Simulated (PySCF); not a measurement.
# Assignment exercise: C3H10Cl2Si4

Numbering as in the mapped SMILES `[CH2:1]=[CH:2][Si@H:3]1[Si@@H:4]([Cl:5])[Si@H:6]([CH3:7])[Si@@H:8]1[Cl:9]`; H(Xn) means a hydrogen on atom n. Ha(C1) is cis to Si3; Hb(C1) is trans to Si3.

PySCF calculation with GIAO PBE0/pcSseg-1 shieldings and GFN2-xTB structure; one conformer, equivalent nuclei averaged, in vacuum, non-relativistic Hamiltonian.

δ = σ(ref) − σ, references computed at the same level: TMS for 13C (σref 186.93), 1H (σref 31.72).

Task: Assign these signals to the numbered atoms. 13C{1H} NMR (computed): δ 143.9 (CH2), 135.3 (CH), -8.0 (CH3).

Result: 
| δ (ppm) | atoms | environment | reason |
| --- | --- | --- | --- |
| 143.9 | C1 | terminal =CH2 carbon | as expected for a trigonal carbon in a double bond |
| 135.3 | C2 | alkene CH | an sp2 carbon of a C=C bond |
| -8.0 | C7 | methyl carbon bonded to Si | an electropositive neighbour leaves it electron-rich and shielded |

Task: Assign these signals to the numbered atoms. 1H NMR (400 MHz, computed): δ 6.50 (m, 1H), 6.38 (m, 1H), 6.28 (m, 1H), 6.26 (m, 1H), 6.19 (m, 1H), 5.06 (m, 1H), 4.98 (m, 1H), 0.48 (d, 3H).

Result: 
6.50 → Hb(C1), hydrogen on a terminal =CH2 carbon: attached to an sp2 carbon and in the plane of the double bond
6.38 → H(C2), hydrogen on an alkene CH: olefinic region
6.28 → Ha(C1), hydrogen on a terminal =CH2 carbon: a vinylic proton, deshielded by the sp2 carbon and the C=C anisotropy
6.26 → H(Si8), hydrogen on a silicon bonded to Cl, 2 Si, in a 4-membered ring
6.19 → H(Si4), hydrogen on a silicon bonded to Cl, 2 Si, in a 4-membered ring
5.06 → H(Si3), hydrogen on a silicon bonded to C, 2 Si, in a 4-membered ring
4.98 → H(Si6), hydrogen on a silicon bonded to C, 2 Si, in a 4-membered ring
0.48 → H(C7), hydrogen on a methyl carbon bonded to Si: an electropositive neighbour shields it, as in TMS itself

Hb(C1) and H(C2); H(C2) and Ha(C1); Ha(C1) and H(Si8); H(Si8) and H(Si4); H(Si3) and H(Si6) lie closer than the usual error of such a calculation, so a measured spectrum could show them in the other order.

Shifts are as computed. Against solution values, carbons near 30 ppm lie about +3 ppm off and those near 130 ppm about +5 ppm. Of 1309 compounds with measured shifts, 239 miss one by over three times the rms of a fit or turn the order of signals round; such compounds aren't used in these exercises. Multiplicities follow the n + 1 count of equivalent neighbours, as no J values were calculated; m marks all less simple cases, F and P coupling included.
